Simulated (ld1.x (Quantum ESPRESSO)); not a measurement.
# PBE RRKJ dataset for carbon, scalar-relativistic all-electron reference.

* Element: C (Z = 6)
* Generator: ld1.x (Quantum ESPRESSO) 7.5
* Type: norm-conserving RRKJ (Kleinman–Bylander form)
* Functional: PBE
* Relativity: scalar-relativistic
* Frozen core: [He]
* Valence charge: 4
* Reference configuration: 2s2 2p2
* Partial waves: 2s (bound): rc 1.30 bohr; 2p (bound): rc 2.80 bohr; 3d channel at 0.45 Ry: rc 2.70 bohr
* Local potential: all-electron potential smoothed inside 1.50 bohr (lloc = -1)
* Core correction: none
* rho0: 0.001

All-electron outer shells of the reference configuration (PBE, scalar-relativistic, ld1.x):

```tsv
shell	level (eV)	outermost node (bohr)	outermost maximum (bohr)
1s	-273.38	–	0.17
2s	-13.75	0.38	1.22
2p	-5.29	–	1.20
```

Task: Does the generator finish with these settings?

Result: Yes, a potential is produced and its reference levels are reproduced.

Task: Estimate the cutoffs (Ry, on a coarse ladder) from which the occupation-weighted sum of valence levels, in a spherical-Bessel basis at the reference potential, stays within 10 and 1 mRy of its value at 400 Ry.

Result: 55 Ry and 80 Ry.

Task: Does the potential have ghost states?

Result: No extra level below or beside the all-electron valence levels (s, p, d, f tested).

Task: Which valence shell sets the plane-wave cutoff?

Result: 2s: its level needs 70 Ry to come within 1 mRy, against 15 Ry for 2p.

Task: Tests: 2s2 2p1; 2s2 2p0; 2s1 2p0; 2s1 2p3; 2s0 2p4; 2s1 2p2; 2s2 2p2.3. Which has the largest error in its energy relative to the reference configuration, and how large is it?

Result: 2s1 2p0, with +2318 meV (all-electron minus pseudo) on +83.21 eV.
